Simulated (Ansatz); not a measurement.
The same ligand exchange along the group B, Al, Ga.

Isolated molecules relaxed with PBE0-D4/def2-TZVP in Ansatz; ΔE leaves out vibrations. CCSD(T)/CBS adds triple-zeta CCSD(T) − MP2 to the extrapolated MP2 energy (def2 sets, frozen cores). This one scheme is used for every species. For Ga outer-core shells are correlated without core-valence functions, which leaves a few kJ/mol of doubt a bond. Scalar relativity is left out up to krypton. Each species was taken in one conformer, which may not be the lowest.

```
                                            reaction  CCSD(T)/CBS(def2) (kJ/mol)
                    `FB(F)S` + HCl → `FB(S)Cl` + H–F                          56
`[F][Al]([F])[SH]` + HCl → `[F][Al]([SH])[Cl]` + H–F                          19
`[F][Ga]([F])[SH]` + HCl → `[F][Ga]([SH])[Cl]` + H–F                           ?
```

Question: Fill in the missing values. (Estimate.)

Answer: Computed: `[F][Ga]([F])[SH]` + HCl → `[F][Ga]([SH])[Cl]` + H–F: -38.9 kJ/mol.

Largest T1 diagnostic: 0.014, for `[F][Ga]([F])[SH]`.
